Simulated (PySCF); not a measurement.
# Property card for `C(=C)O/C=C\C(Cl)Cl`

Compound: C5H6Cl2O.
Structure used (GFN2-xTB), in Å, numbered top down from 1:
```
atom  x, y, z in Å
C1     2.8232    0.7955    0.3539
C2     1.9502   -0.1351    0.0079
O3     0.6084    0.0950    0.0494
C4    -0.2265   -0.8945   -0.3154
C5    -1.5527   -0.7604   -0.3078
C6    -2.2322    0.4874    0.1021
Cl7   -3.3047    0.1835    1.5007
Cl8   -3.2227    1.1278   -1.2420
H9     2.5020    1.7675    0.6809
H10    3.8772    0.6005    0.3147
H11    2.2486   -1.1241   -0.3257
H12    0.2344   -1.8283   -0.6232
H13   -2.1764   -1.5841   -0.6099
H14   -1.5294    1.2689    0.3924
```

Some functional groups and rings: C=C double bond, ether and C–Cl bond.

GFN2-xTB geometry:

```
Point group of the GFN2-xTB geometry                  : Cs
Rotational constants A, B, C of the GFN2-xTB geometry : 2.441, 0.627, 0.565 GHz
```

B3LYP/def2-SVPD ground state and vertical TDDFT (core frozen in the response) (PySCF):

```
Dipole moment                                                     : 3.60 D
HOMO energy                                                       : -6.72 eV
LUMO energy                                                       : -0.92 eV
HOMO–LUMO gap                                                     : 5.80 eV
Lowest singlet excitation                                         : 5.36 eV (231 nm, f = 0.410)
Strongest line among the 8 lowest singlet transitions             : S1 at 5.36 eV (231 nm, f = 0.410)
Lowest triplet excitation (Tamm–Dancoff)                          : 3.87 eV
Static isotropic polarisability                                   : 102.7 au
Electronic spatial extent ⟨r²⟩ about the centre of nuclear charge : 1944 bohr²
```

Monoisotopic mass from the formula: 151.9796 u.

The polarisability is 15.22 Å³ as a volume (1 au = 0.148185 Å³), or 1.32 au for each of the 78 electrons. S1 lies 0.44 eV below the HOMO–LUMO gap; its leading configuration is HOMO→LUMO, weight 0.95. The rotational constants make it an asymmetric top with κ = (2B − A − C)/(A − C) = -0.93, nearer the prolate limit (−1). No computed singlet falls in the visible range (750 to 380 nm, 1.65 to 3.26 eV); S1 lies 2.10 eV above its blue end. The principal polarisabilities are 83.9, 84.7 and 139.5 au; their mean is the isotropic value.

Geometry: GFN2-xTB, one conformer, isolated molecule.
